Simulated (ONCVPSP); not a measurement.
**Before and after: ONCV potential for Au (Z = 79)**

| Property | Result |
| --- | --- |
| Element | Au |
| Generator | ONCVPSP 4.0.1 |
| Type | optimised norm-conserving Vanderbilt (ONCV) |
| Functional | PBE |
| Relativity | scalar-relativistic |
| Frozen core | [Xe] 4f14 |
| Valence charge | 11 |
| Reference configuration | 5d10 6s0.5 (charge +0.5) |
| Partial waves | 6s: rc 2.45 bohr, ncon 5, nbas 9, qcut 3 1/bohr, 2 projectors, debl 1 Ha; p scattering state at 0.18 Ha: rc 2.20 bohr, ncon 4, nbas 8, qcut 3.8 1/bohr, 2 projectors, debl 3.5 Ha; 5d: rc 1.55 bohr, ncon 4, nbas 8, qcut 6 1/bohr, 3 projectors, debl 3.3 Ha |
| Local potential | polynomial inside 1.15 bohr (lpopt 5, dvloc0 6 Ha) |
| Core correction | Teter function, fcfact 3.75, rcfact 1.45 |

In the p channel the program set the typed energies aside and used 0.050, 3.550 Ha.

Change: d: rc 2.24.

Cutoffs: the cutoffs (Ha) at which the residual kinetic energy of the hardest occupied pseudo-wave falls to 1 and 0.1 mHa per electron; they do not see the model core or the augmentation charge, which bear on the density cutoff. Errors are all-electron minus pseudo energies relative to the spin-unpolarised reference configuration.

**Question.** Predict the effect on cutoff, ghosts and configuration errors.

**Answer.** The potential gets softer (20 Ha and 78 Ha → 15 Ha and 25 Ha); both files keep a bound ghost (s); of the 4 tests that both files solve, the error grows in 0 and shrinks in 4 by more than 15 % and 0.3 meV (median size 21.9 → 17.7 meV). A larger radius leaves more room for a smooth pseudo-wave, so fewer plane waves are needed. That the errors move this way runs against the usual rule that smaller radii transfer better.

```tsv
quantity	base	changed
cutoff, loose	20 Ha	15 Ha
cutoff, tight	78 Ha	25 Ha
loose cutoff by channel	s 5.1 Ha, d 20 Ha	s 5.1 Ha, d 15 Ha
bound ghosts	s	s
GHOST(+) flags under 300 eV	p at 48.4 eV	p at 48.4 eV
error for 5d10 6s1, meV [ΔE -3.77 eV]	-1.4	-0.4
error for 5d10 6s0, meV [ΔE 5.64 eV]	-6.2	-5.0
error for 5d9 6s0, meV [ΔE 26.84 eV]	-38	-30
error for 5d9 6s2, meV [ΔE -2.08 eV]	-73	-43
s: phases at 2.48 bohr within 0.05 rad from the reference energy up to (Ha; the scan ends near 5)	2.3	2.3
p: phases at 2.23 bohr within 0.05 rad from the reference energy up to (Ha; the scan ends near 5)	1.5	1.5
rms error of d²Exc/dni dnj with the model core, mHa	0.53	0.60
```

Base: The cutoffs count occupied waves only; projector 2 of the p channel, the hardest unoccupied one, needs 57 Ha at the loose tolerance. Changed file: The cutoffs count occupied waves only; projector 2 of the p channel, the hardest unoccupied one, needs 57 Ha at the loose tolerance. A true bound ghost makes a file unfit for plane-wave use even where its test errors are small: the radial tests pick states by their node count and pass the ghost by.
